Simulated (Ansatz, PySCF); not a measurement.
Molecule: sum formula SiN2H4Br2 (charge 0, singlet). 
Coordinates optimised at B3LYP-D3(BJ)/def2-TZVP (Ansatz, an electronic-structure program):
```xyz
9

Si     0.0041    -0.7417     0.0331
Br    -0.0880     0.5217    -1.8171
Br     0.0815     0.6825     1.7634
N      1.3802    -1.7114     0.2187
N     -1.3613    -1.7390    -0.0647
H      1.5669    -2.4490    -0.4435
H      2.2213    -1.3352     0.6254
H     -2.2063    -1.4098    -0.5029
H     -1.5403    -2.4167     0.6607
```
Charge 0, spin multiplicity 1.

Property: vertical ionisation energy (to the doublet state of charge +1; each state is the SCF solution reached for its spin; for the doublet the Hartree-Fock reference is unstable and T1 is 0.057), in eV. Valence correlation only, unless marked. UHF or UKS for open shells. Spin-orbit coupling is left out. The frozen core is the preceding noble-gas configuration, with the filled d and f shells of earlier blocks. Non-relativistic. Basis-set limits of correlation are two-point, X^-3; Hartree-Fock from the larger set. The program attaches cautions to a run behind CCSD/def2-SVPD: other roots. The program attaches cautions to a run behind CCSD(T)/def2-SVPD: other roots.

| level | program | vertical ionisation energy (eV) |
|---|---|---|
| HF/def2-TZVPPD | Ansatz | 9.19 |
| HF/def2-QZVPPD | Ansatz | 9.18 |
| SVWN5/def2-TZVPD | Ansatz | 9.30 |
| PBE/def2-TZVPD | Ansatz | 9.11 |
| B3LYP/def2-TZVPD | Ansatz | 9.57 |
| BHLYP/def2-TZVPD | Ansatz | 10.06 |
| CAM-B3LYP/def2-TZVPD | Ansatz | 10.03 |
| wB97M-V/def2-TZVPD | Ansatz | 10.14 |
| wB97X-V/def2-TZVPD | Ansatz | 10.22 |
| B2PLYP/def2-TZVPD | Ansatz | 10.03 |
| RI-MP2/def2-QZVPPD | Ansatz | 10.71 |
| RI-MP2/CBS(def2-TZVPPD,def2-QZVPPD) | Ansatz | 10.77 |
| CCSD/def2-SVPD | Ansatz | 10.18 |
| CCSD(T)/def2-SVPD | Ansatz | 10.02 |

For comparison, minus the highest occupied orbital energy (PySCF): 7.12 eV at TPSSh/def2-TZVPD, 10.89 eV at HF/def2-TZVPD, 6.66 eV at SVWN5/def2-TZVPD.
